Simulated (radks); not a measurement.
Valence configurations of Fe+ (all share [Ar]). All-electron calculation, scalar-relativistic Kohn-Sham, PBE, spin-unpolarised, spherical densities, finite nucleus; Fermi nuclear charge, rms radius 3.7377 fm. Program: a radial shooting solver on a logarithmic mesh with Libxc functionals. Energies are relative to 3d6 4s1; eigenvalues in eV.

| valence | E (eV) | e(3d) | e(4p) | e(4s) |
|---|---|---|---|---|
| 3d7 | -2.093 | -11.492 | - | - |
| 3d6.5 4s0.5 | -1.411 | -13.573 | - | -11.521 |
| 3d6 4s1 | 0.000 | -15.956 | - | -12.329 |
| 3d6.5 4p0.5 | 0.968 | -14.290 | -7.191 | - |
| 3d5.5 4s1.5 | 2.257 | -18.617 | - | -13.179 |
| 3d6 4s0.5 4p0.5 | 2.510 | -16.674 | -7.719 | -12.775 |
| 3d5.5 4s1 4p0.5 | 4.907 | -19.330 | -8.275 | -13.608 |
| 3d6 4p1 | 5.054 | -17.372 | -8.083 | - |
| 3d5 4s2 | 5.477 | -21.531 | - | -14.052 |
| 3d5 4s1 4p1 | 11.096 | -22.918 | -9.177 | -14.859 |

NIST lists [Ar] 3d6 4s1 as the ground configuration; this level of theory puts 3d7 lower, by 2.093 eV. The energies are those of spherical spin-averaged densities, not of single terms.
